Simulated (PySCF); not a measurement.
Ligand exchange on a metal centre used in film growth or etching (Ti OH-H). Isolated molecules, 0 K electronic values unless said otherwise. One relaxed conformer stands for each flexible species; it need not be the lowest.

Calculation: TPSSh-D3(BJ)/def2-TZVP // r2SCAN-D4/def2-SVP run with PySCF. 

| species | charge on the central atom (meta-Löwdin) (e) | HOMO (eV) |
|---|---|---|
| 0 of 4 OH replaced by H ([Ti(OH)4]) | 1.45 | [?] |
| 1 of 4 OH replaced by H ([Ti(OH)3(H)]) | 1.28 | [?] |
| 3 of 4 OH replaced by H ([Ti(OH)(H)3]) | 1.09 | -7.74 |
| 4 of 4 OH replaced by H ([Ti(H)4]) | 1.04 | -8.24 |

Problem. Some entries are withheld; supply them.

Solution. 
- 0 of 4 OH replaced by H ([Ti(OH)4]), HOMO (eV): -8.02
- 1 of 4 OH replaced by H ([Ti(OH)3(H)]), HOMO (eV): -7.35
